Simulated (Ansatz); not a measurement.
```xyz
8

C     0.751   -0.852   -0.007
Si   -0.688    0.308   -0.078
S    -0.412    2.265   -0.788
S    -0.814    1.894    1.293
H     0.569   -1.639    0.729
H     0.904   -1.326   -0.980
H     1.654   -0.306    0.270
H    -1.965   -0.344   -0.440
```

Total charge 0; spin multiplicity 1.

(1) List the CAM-B3LYP/def2-TZVPP orbital energies in eV (the Gaussian-basis code of Ansatz). (Estimate.)

## Answers

(1) Ansatz gave: Occupied: -2420.06, -2420.06, -1802.14, -279.01, -218.05, -218.05, -162.68, -162.67, -162.54, -162.54, -162.39, -162.39, -146.63, -102.01, -101.96, -101.89, -24.13, -21.87, -19.07, -15.80, -13.74, -13.59, -12.04, -11.91, -10.91, -9.94, -9.60, -7.50. Lowest empty: -0.33, 0.80, 1.56, 1.81, 2.84, 3.37, 3.44, 3.71.
